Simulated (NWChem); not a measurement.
# InClF2; SMILES [Cl][In]([F])[F]

Program: NWChem. Coordinates come from a PBE0/def2-SVP optimisation. def2 effective core potentials on In; no spin-orbit coupling.

For level Hartree-Fock/STO-3G (all-electron, non-relativistic):

- highest occupied level (eV): -9.30
- orbital gap (eV): 14.81
- dipole (D): 1.80

Problem. How do the values read with level Hartree-Fock/def2-SVP (core potentials) instead?

Solution. The highest occupied level (eV) is -13.17 and the orbital gap (eV) is 13.44. The dipole (D) comes out as 1.11.
